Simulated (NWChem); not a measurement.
A series in which one site is exchanged, each optimised at PBE0/def2-SVP with NWChem, gas phase unless a solvent is named. For some, no frequency run checked for a minimum. def2 effective core potentials on Cd; no spin-orbit coupling.

A: [SH][CdH] (CdH$_{2}$S; site = Cd)
B: [SH][ZnH] (ZnH$_{2}$S; site = Zn)
C: [MgH][SH] (MgH2S; site = Mg)
D: SS (H2S2; site = S)

Task: Rank them by static polarisability, PBE/def2-SVPD (bohr³), lowest first.

Result: D (45.6), B (51.3), C (56.2), A (58.4)
